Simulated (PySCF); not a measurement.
**Strontium: highly charged ions in a basis for the neutral atom**

Sr¹⁶⁺ [Ar] 3d4, Sr¹⁷⁺ [Ar] 3d3. Computed with PySCF 2.14 in Sapporo-DKH3-DZP-2012, with scalar relativity by spin-free X2C-1e. No spin-orbit coupling, so a gap to NIST mixes the basis error with missing relativistic terms.

Changed run: basis of the neutral atom used for a highly charged ion. This setting is unsound on purpose.

```
species  method  sound run (hartree)  changed run (hartree)  converged
  Sr¹⁶⁺     UHF              not run            -3048.88439        yes
  Sr¹⁶⁺   M06-L              not run            -3050.04241        yes
  Sr¹⁶⁺  M06-2X              not run            -3050.22234        yes
  Sr¹⁷⁺     UHF              not run            -3026.08961        yes
  Sr¹⁷⁺   M06-L              not run            -3027.21104        yes
  Sr¹⁷⁺  M06-2X              not run            -3027.38190        yes
```

Ionisation energy of Sr¹⁶⁺:

```
method  changed run (eV)  NIST (eV)
   UHF            620.28    612 ± 3
 M06-L            621.27    612 ± 3
M06-2X            621.52    612 ± 3
```

The contracted functions were made for the neutral atom and can be too rigid for a highly charged ion.
